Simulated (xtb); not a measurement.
A run for xtb: GFN1-xTB on GaF+, 2S+1 = 2, a spin state set in the input, which need not be the lowest, a point of a bond scan (R = 1.868 Å). Charge +1.

```
$ xtb mol.xyz --gfn 1 --sp --chrg 1 --uhf 1
2

F      0.00000000     0.00000000     0.00000000
Ga     0.00000000     0.00000000     1.86811700
```

Program output:

```
[...]
           -------------------------------------------------
          |                Calculation Setup                |
           -------------------------------------------------



           -------------------------------------------------
          |                 G F N 1 - x T B                 |
           -------------------------------------------------

        Reference                      10.1021/acs.jctc.7b00118
      * Hamiltonian:
        H0-scaling (s, p, d)           1.850000    2.250000    2.000000
        zeta-weighting                 0.000000
      * Dispersion:
        s8                             2.400000
        a1                             0.630000
        a2                             5.000000
        s9                             0.000000
      * Repulsion:
        kExp                           1.500000
        rExp                           1.000000
      * Coulomb:
        alpha                          2.000000
        third order                    atomic
        anisotropic                    false
      * Halogen bond correction:
        rad-scale                      1.300000
        damping                        0.440000


          ...................................................
          :                      SETUP                      :
          :.................................................:
          :  # basis functions                  14          :
          :  # atomic orbitals                  13          :
          :  # shells                            5          :
          :  # electrons                         9          :
          :  # halogen bonds                     0          :
          :  max. iterations                   250          :
          :  Hamiltonian                  GFN1-xTB          :
          :  restarted?                      false          :
          :  GBSA solvation                  false          :
          :  PC potential                    false          :
          :  electronic temp.          300.0000000     K    :
          :  accuracy                    1.0000000          :
          :  -> integral cutoff          0.2500000E+02      :
          :  -> integral neglect         0.1000000E-07      :
          :  -> SCF convergence          0.1000000E-05 Eh   :
          :  -> wf. convergence          0.2000000E-04 e    :
          :  Broyden damping             0.4000000          :
          :  net charge                          1          :
          :  unpaired electrons                  1          :
          ...................................................

 iter      E             dE          RMSdq      gap      omega  full diag
   1     -5.8829904 -0.588299E+01  0.491E+00    8.07       0.0  T
   2     -5.8354736  0.475168E-01  0.462E+00    6.47       1.0  T
   3     -5.9207229 -0.852493E-01  0.221E+00    7.80       1.0  T
   4     -5.9277733 -0.705046E-02  0.431E-01    7.50       1.0  T
   5     -5.9284020 -0.628701E-03  0.406E-02    7.58       1.7  T
   6     -5.9284135 -0.114949E-04  0.209E-02    7.57       3.4  T
   7     -5.9284143 -0.757999E-06  0.177E-03    7.57      40.0  T
   8     -5.9284143 -0.194779E-08  0.833E-04    7.57      84.9  T
   9     -5.9284143 -0.126950E-08  0.182E-05    7.57    3879.8  T
  10     -5.9284143 -0.731859E-12  0.470E-09    7.57  100000.0  T

   *** convergence criteria satisfied after 10 iterations ***

         #    Occupation            Energy/Eh            Energy/eV
      -------------------------------------------------------------
         1        2.0000           -1.1022637             -29.9941
         2        2.0000           -0.8485569             -23.0904
         3        2.0000           -0.8066832             -21.9510
         4        2.0000           -0.8066832             -21.9510
         5        1.0000           -0.7592520             -20.6603 (HOMO)
         6                         -0.4811591             -13.0930 (LUMO)
         7                         -0.4811591             -13.0930
         8                         -0.4250438             -11.5660
         9                         -0.4250438             -11.5660
        10                         -0.4158925             -11.3170
       ...                                ...                  ...
        13                         -0.2125378              -5.7834
      -------------------------------------------------------------
                  HL-Gap            0.2780929 Eh            7.5673 eV
             Fermi-level           -0.7014283 Eh          -19.0868 eV

 SCC (total)                   0 d,  0 h,  0 min,  0.003 sec
 SCC setup                      ...        0 min,  0.000 sec (  6.728%)
 Dispersion                     ...        0 min,  0.000 sec (  1.843%)
 classical contributions        ...        0 min,  0.000 sec (  1.265%)
 integral evaluation            ...        0 min,  0.001 sec ( 20.943%)
 iterations                     ...        0 min,  0.001 sec ( 45.409%)
 molecular gradient             ...        0 min,  0.000 sec ( 15.910%)
 printout                       ...        0 min,  0.000 sec (  7.253%)

         :::::::::::::::::::::::::::::::::::::::::::::::::::::
         ::                     SUMMARY                     ::
         :::::::::::::::::::::::::::::::::::::::::::::::::::::
         :: total energy              -5.927175306685 Eh    ::
         :: gradient norm              0.034506581859 Eh/a0 ::
         :: HOMO-LUMO gap              7.567293859762 eV    ::
         ::.................................................::
         :: SCC energy                -5.928414291019 Eh    ::
         :: -> electrostatic           0.137609298263 Eh    ::
         :: repulsion energy           0.001396240713 Eh    ::
         :: dispersion energy         -0.000157256379 Eh    ::
         :: halogen bond corr.         0.000000000000 Eh    ::
         :: add. restraining           0.000000000000 Eh    ::
         :: total charge               1.000000000014 e     ::
         :::::::::::::::::::::::::::::::::::::::::::::::::::::

           -------------------------------------------------
          |                Property Printout                |
           -------------------------------------------------

    * Orbital Energies and Occupations

         #    Occupation            Energy/Eh            Energy/eV
      -------------------------------------------------------------
         1        2.0000           -1.1022637             -29.9941
         2        2.0000           -0.8485569             -23.0904
         3        2.0000           -0.8066832             -21.9510
         4        2.0000           -0.8066832             -21.9510
         5        1.0000           -0.7592520             -20.6603 (HOMO)
         6                         -0.4811591             -13.0930 (LUMO)
         7                         -0.4811591             -13.0930
         8                         -0.4250438             -11.5660
         9                         -0.4250438             -11.5660
        10                         -0.4158925             -11.3170
        11                         -0.3988137             -10.8523
        12                         -0.3988137             -10.8523
        13                         -0.2125378              -5.7834
      -------------------------------------------------------------
                  HL-Gap            0.2780929 Eh            7.5673 eV
             Fermi-level           -0.7014283 Eh          -19.0868 eV

  Mulliken/CM5 charges         n(s)   n(p)   n(d)
     1F    -0.06373 -0.07438   1.836  5.228  0.000
     2Ga    1.06373  1.07438   1.516  0.298  0.122

Wiberg/Mayer (AO) data.
largest (>0.10) Wiberg bond orders for each atom

 ---------------------------------------------------------------------------
Note: The following floating-point exceptions are signalling: IEEE_DENORMAL
normal termination of xtb
     #   Z sym  total        # sym  WBO       # sym  WBO       # sym  WBO
 ---------------------------------------------------------------------------
     1   9 F    1.223 --     2 Ga   1.223
     2  31 Ga   1.223 --     1 F    1.223
 ---------------------------------------------------------------------------

Topologies differ in total number of bonds
Writing topology from bond orders to xtbtopo.mol

 dipole moment from electron density (au)
     X       Y       Z
   0.0000   0.0000   4.3273  total (Debye):   10.999


           -------------------------------------------------
          | TOTAL ENERGY               -5.927175306685 Eh   |
          | GRADIENT NORM               0.034506581859 Eh/α |
          | HOMO-LUMO GAP               7.567293859762 eV   |
           -------------------------------------------------

------------------------------------------------------------------------
------------------------------------------------------------------------
 total:
 SCF:
```

The run finished.

Cost: around 0.06 core-seconds (rough).
